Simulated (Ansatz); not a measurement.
Compare A (`F[Si](Cl)(Cl)[GeH3]`) with its isomer B (`F[SiH](Cl)[GeH2][Cl]`).

Isolated molecules relaxed with PBE0-D4/def2-TZVP in Ansatz; ΔE leaves out vibrations. CBS: MP2 limit from def2 TZ/QZ plus the TZ coupled-cluster correction, frozen cores. Functionals use def2-TZVPP. B3LYP here is the variant with VWN-RPA as its local correlation; programs differ in this. For Ge outer-core shells are correlated without core-valence functions, which leaves a few kJ/mol of doubt a bond. Scalar relativity is left out up to krypton. One conformer a species, not always the lowest.

(1) Which isomer does CCSD(T)/CBS put lower? Give the gap. (An estimate is asked.)

(2) Give E(B) − E(A) in kJ/mol with B3LYP-D4, B2PLYP, BLYP-D4, B3LYP, MP2/def2-TZVPP, r2SCAN-D4, CCSD(T)/def2-TZVPP. (An estimate is asked.)

(3) Does the order hold for the free energy at 298.15 K (harmonic terms from PBE0-D4)? (Estimate.)

Largest T1 diagnostic: 0.011.

## Answers

(1) Ansatz gave: A, by 42.4 kJ/mol.

(2) Computed: B3LYP-D4 38.3, B2PLYP 38.2, BLYP-D4 38.5, B3LYP 36.0, MP2/def2-TZVPP 41.9, r2SCAN-D4 44.0, CCSD(T)/def2-TZVPP 39.6. None reverses the order clearly.

(3) Ansatz gave: Yes: G(B) − G(A) = +42.4 kJ/mol, for one conformer each. Modes under 60 cm⁻¹, often nearly free rotors, make the harmonic entropy too high.

Leaving LDA and LC-ωPBE aside and taking each functional with its dispersion term where it has one, the values, not all of them listed here, spread over 8.4 kJ/mol, from BHLYP-D4 to B97M-V. LDA lies +9.9 kJ/mol from PBE without D4. In def2-TZVPP, CCSD(T) changes the Hartree–Fock value by +12.5 kJ/mol (the triples alone add +1.6 kJ/mol) and MP2 by +14.9 kJ/mol.
